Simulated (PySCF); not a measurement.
dimethyl telluride (C₂H₆Te), SMILES C[Te]C. Heavy atoms are numbered as in [CH3:1][Te:2][CH3:3]. Hydrogens are named by the atom that carries them.

The structure is a stationary point at B3LYP-D3(BJ)/def2-SVP. The def2 effective core potentials stand for the cores of Te; spin–orbit coupling is left out.

Level of theory: PBE0/def2-TZVPD (PySCF).

Mulliken values depend strongly on the basis, most of all with diffuse functions as here. ESP charges are fitted to the potential on shells at 1.4 to 2.0 van der Waals radii. Atomic charges (e), one atom of each kind:

| atom | ESP fit | Mulliken |
|---|---|---|
| C1 (CH3) | -0.69 | -0.69 |
| Te2 | 0.00 | 0.12 |
| H on C1 | 0.23 | 0.22 |
